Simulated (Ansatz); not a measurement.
Input file for Ansatz (an electronic-structure program): R-MP2/aug-cc-pV(T+d)Z on AlH3 (SMILES [AlH3]), atoms moved off the minimum. Files ending in .json are basis or fitting sets from the Basis Set Exchange.

Ansatz 0.2 input:
```yaml
crystal:
  periodic: [false, false, false]
  atoms:
    - {symbol: Al, position_ang: [0.00396377, 0.00523271, 0.01293116]}
    - {symbol: H, position_ang: [0.65529030, -0.40839735, 1.39937276]}
    - {symbol: H, position_ang: [-0.35473563, 1.52403265, -0.26600479]}
    - {symbol: H, position_ang: [-0.33582136, -1.08813158, -1.10646852]}
basis:
  gaussian:
    orbitals: aug-cc-pV_T+d_Z.json
magnetization: {spin_polarized: false}
correlation: {method: mp2, electrons: outside_noble_gas}
scf: {lower_state_search: off}
output: {forces: true}
```

### Question
Give the final energy of this run.

### Answer
-243.7418 hartree.
